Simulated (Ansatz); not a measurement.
`B[SiH2]CC` + HBr → `CC[SiH2]Br` + BH₃  (cleavage of the Si–B bond)

Isolated molecules relaxed with PBE0-D4/def2-TZVP in Ansatz; ΔE leaves out vibrations. CBS: MP2 limit from def2 TZ/QZ plus the TZ coupled-cluster correction, frozen cores. This one scheme is used for every species. Functionals use def2-TZVPP. B3LYP here is the variant with VWN-RPA as its local correlation; programs differ in this. HSE06 is defined as in plane-wave codes. For Br outer-core shells are correlated without core-valence functions, which leaves a few kJ/mol of doubt a bond. Scalar relativity is left out up to krypton. One conformer a species, not always the lowest.

| level | ΔE (kJ/mol) | difference from CCSD(T)/CBS |
| --- | --- | --- |
| LDA (SPW92) | -98.2 | 23.3 |
| PBE-D4 | -104.9 | 16.6 |
| revPBE-D4 | -105.4 | 16.1 |
| BLYP-D4 | -111.7 | 9.8 |
| B97M-V | -109.4 | 12.1 |
| PBE0-D4 | -112.6 | 8.9 |
| B3LYP-D4 | -117.4 | 4.1 |
| r2SCANh-D4 | -118.0 | 3.5 |
| r2SCAN0-D4 | -120.6 | 0.9 |
| BHLYP-D4 | -126.9 | -5.4 |
| ωB97X-V | -118.2 | 3.3 |
| ωB97M-V | -122.3 | -0.8 |
| B2PLYP | -121.5 | 0.0 |
| PBE-QIDH | -122.1 | -0.6 |
| PBE | -104.0 | 17.5 |
| revPBE | -104.9 | 16.6 |
| BLYP | -109.9 | 11.6 |
| r2SCAN | -116.0 | 5.5 |
| PBE0 | -111.7 | 9.8 |
| B3LYP | -115.7 | 5.8 |
| r2SCANh | -117.9 | 3.6 |
| r2SCAN0 | -120.5 | 1.0 |
| HSE06 | -111.9 | 9.6 |
| BHLYP | -124.4 | -2.9 |
| CAM-B3LYP | -116.9 | 4.6 |
| LC-ωPBE | -113.7 | 7.8 |
| RPA@PBE/def2-TZVPP | -113.8 | 7.7 |
| HF/def2-SVP | -124.9 | -3.4 |
| CCSD/def2-SVP | -106.7 | 14.8 |
| CCSD(T)/def2-SVP | -105.4 | 16.1 |
| HF/def2-TZVPP | -135.1 | -13.6 |
| MP2/def2-TZVPP | -129.7 | -8.2 |
| SCS-MP2/def2-TZVPP | -127.8 | -6.3 |
| CCSD/def2-TZVPP | -117.3 | 4.2 |
| HF/def2-QZVPP | -135.1 | -13.6 |
| MP2/def2-QZVPP | -132.8 | -11.3 |
| SCS-MP2/def2-QZVPP | -130.5 | -9.0 |
| HF/CBS(def2) | -135.1 | -13.6 |
| MP2/CBS(def2) | -135.0 | -13.5 |
| CCSD/CBS(def2) | -122.6 | -1.1 |
| CCSD(T)/CBS | -121.5 | 0 |

Largest T1 diagnostic among the species: 0.011.

From BLYP to BHLYP (50 % exact exchange), in def2-TZVPP and without D4, ΔE moves by −14.5 kJ/mol. At CCSD(T), def2-SVP lies +16.1 kJ/mol from the extrapolated value and def2-TZVPP +5.3 kJ/mol.

CCSD(T)/CBS has its own doubt, a few kJ/mol and more with outer-core shells, so smaller differences from it don't rank the levels.
